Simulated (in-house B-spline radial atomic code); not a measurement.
Values are calculated unless marked as measured or tabulated.
Two electrons in Ge: a spherical dot of radius 11.9 nm with hard walls

For Ge the NSM archive of the Ioffe Institute lists m_l = 1.6 m0, m_t = 0.08 m0 and ε = 16.2; the model takes one isotropic valley with the conductivity mass 3/(1/m_l + 2/m_t) = 0.117 m0, and so misses anisotropy and the other valleys. All triplets below are those of one valley; with several valleys two electrons can form a triplet in the 1s orbital itself, at an energy set by the valley splitting.

Effective-mass model with parabolic bands, a uniform dielectric constant, no image charges, no central-cell or spin-orbit terms. Two-electron levels come from full CI in B-splines with partial waves to l = 5 (up to 0.001 effective hartree above the limit).

(1) What are the effective units, and what is the potential in them?

In these units the lowest s and p orbitals lie at 1.8804 and 3.8467, and their Coulomb and exchange integrals are J_ss = 1.1025, J_sp = 0.9998 and K_sp = 0.222. (For an empty sphere J_ss = 1.786/R.) Full CI gives 4.8013 for the ground singlet, 6.4916 for the sp triplet, 6.8817 for the sp singlet and 10.3131 for the lowest triplet of two s orbitals.

(2) What does it cost to add the second electron, to first order and exactly?

(3) How far above the singlet do the triplets lie?

Answers

(1) Ha* = 27211.386 meV × 0.117/16.2² = 12.13 meV and a* = 0.0529177 nm × 16.2/0.117 = 7.327 nm. The radius is R = 1.62 a*. The one-electron levels are π²/2R² = 1.8804 and 4.4934²/2R² = 3.8467 Ha*.

(2) To first order E = 2ε_s + J_ss = 4.8632, so the charging energy E(2) − 2E(1) is J_ss = 13.37 meV. CI gives 4.8013 − 2 × (1.8804) = 1.0406, or 12.62 meV: relaxation and correlation lower it by 0.7512 meV, 5.6 % of J_ss. The s² configuration of one-electron orbitals holds 98.9 % of the state, and the mean radius is 6.08 nm.

(3) To first order the sp triplet lies at ε_s + ε_p + J_sp − K_sp = 6.5049, which is 19.92 meV above 2ε_s + J_ss. CI gives 6.4916 − (4.8013) = 1.6903, or 20.51 meV, 86 % of the orbital spacing of 23.85 meV. The ss triplet lies 66.86 meV up, so the lower of the two is the sp one, and its gap equals k_BT at 238 K. The sp singlet-triplet splitting is 4.733 meV, against 2K_sp = 5.387 meV.
